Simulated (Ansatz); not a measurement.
One change: `O[SiH](O)S[SiH](O)F` becomes `O[SiH](O)S`.

Ansatz, PBE0-D4/def2-TZVP geometries, multiplicity 1. Each molecule was computed in one conformer, which needn't be the lowest.

| property | `O[SiH](O)S[SiH](O)F` |
| --- | --- |
| size of the dipole moment (ωB97M-V/def2-TZVPP) / D | 2.93 |
| size of the dipole moment (PBE/def2-TZVPP) / D | 2.89 |
| HOMO–LUMO gap (ωB97M-V/def2-TZVPP) / eV | 11.86 |
| HOMO energy (B3LYP/def2-TZVPP) / eV | -7.74 |
| HOMO energy (ωB97M-V/def2-TZVPP) / eV | -10.21 |
| LUMO energy (PBE0/def2-TZVPP) / eV | -0.08 |

Give the same properties after the change, and the shifts. (An estimate is asked.)

The calculation gave: 
```tsv
property	`O[SiH](O)S`	shift
size of the dipole moment (ωB97M-V/def2-TZVPP) / D	2.05	-0.88
size of the dipole moment (PBE/def2-TZVPP) / D	2.02	-0.87
HOMO–LUMO gap (ωB97M-V/def2-TZVPP) / eV	11.91	0.05
HOMO energy (B3LYP/def2-TZVPP) / eV	-7.40	0.34
HOMO energy (ωB97M-V/def2-TZVPP) / eV	-9.89	0.32
LUMO energy (PBE0/def2-TZVPP) / eV	0.43	0.51
```

With PBE0 the HOMO rises by 0.35 eV and the LUMO rises by 0.51 eV, so the gap widens by about 0.16 eV. PBE moves the HOMO by 0.35 eV and ωB97M-V by 0.32 eV. Dipoles are sizes alone; their direction can turn.

B3LYP here is the variant with VWN-RPA as its local correlation; programs differ in this.
